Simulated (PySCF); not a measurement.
Structure problem from calculated spectra and properties.

Formula: C12H15P.

| Quantity | Value |
| --- | --- |
| Dipole | 1.31 D [wB97X-D/def2-SVPD] |
| Rotational structure | rotational constants A, B, C: 1.330, 0.559, 0.465 GHz [PBE0-D3(BJ)/def2-SVP] |
| Triplet | lowest triplet excitation (Tamm–Dancoff): 3.20 eV [TDA wB97X-D/def2-SVPD] |
| UV, first state | lowest singlet excitation: 4.41 eV (281 nm, f = 0.148) [TDDFT wB97X-D/def2-SVPD] |
| 13C NMR | chemical shifts (computed TMS as zero) by class: 151.1 (1 C), 149.5 (1 C), 147.0 (1 C), 142.1 (1 C), 135.0 (1 C), 133.1 (1 C), 130.5 (1 C), 129.5 (1 C), 37.2 (1 C), 29.2 (3 C) ppm [GIAO PBE0/pcSseg-1] |
| UV, strongest line | among the 10 lowest singlet transitions: S5 at 6.16 eV (201 nm, f = 0.484) [TDDFT wB97X-D/def2-SVPD] |
| NMR, other nuclei | isotropic shieldings of nuclei other than C and H, by class: 295 (1 P) ppm [GIAO PBE0/pcSseg-1] |

Electronic properties: PySCF, gas phase, density fitting. Levels stand in brackets. Isolated species at its PBE0-D3(BJ)/def2-SVP geometry, gas phase. Each NMR value is the plain mean over a class of atoms that symmetry, rotation or inversion makes alike.

Problem. Propose a structure and show how it fits.

Solution. Numbering: `[CH3:1][C:2]([CH3:3])([CH3:4])[p:5]1[cH:6][cH:7][c:8]2[cH:9][cH:10][cH:11][cH:12][c:13]12`. 12 carbons fall into 10 classes; from least to most shielded: ring-fusion aromatic carbon [C8] (151.1 ppm), ring-fusion aromatic carbon [C13] (149.5 ppm), unsaturated ring CH carbon [C7] (147.0 ppm), unsaturated ring CH carbon [C6] (142.1 ppm), aromatic CH carbon [C12] (135.0 ppm), aromatic CH carbon [C10] (133.1 ppm), aromatic CH carbon [C11] (130.5 ppm), aromatic CH carbon [C9] (129.5 ppm), sp3 carbon without hydrogen [C2] (37.2 ppm), methyl carbon [C1/C3/C4] (29.2 ppm, 3 C, up to 7.0 ppm apart in this geometry). The other shieldings belong to: 295 ppm, ring phosphorus [P5]. The optimised geometry has point group C1 and is an asymmetric top. Structure: 1-tert-butyl-1H-phosphindole, `p1(C(C)(C)C)c2ccccc2cc1`. The assignments are read from this structure; whether some other isomer fits the data as well wasn't checked.

Shape of the structure used: `[CH3:1][C:2]([CH3:3])([CH3:4])[p:5]1[cH:6][cH:7][c:8]2[cH:9][cH:10][cH:11][cH:12][c:13]12`: C1–C2–P5–C6 51°.
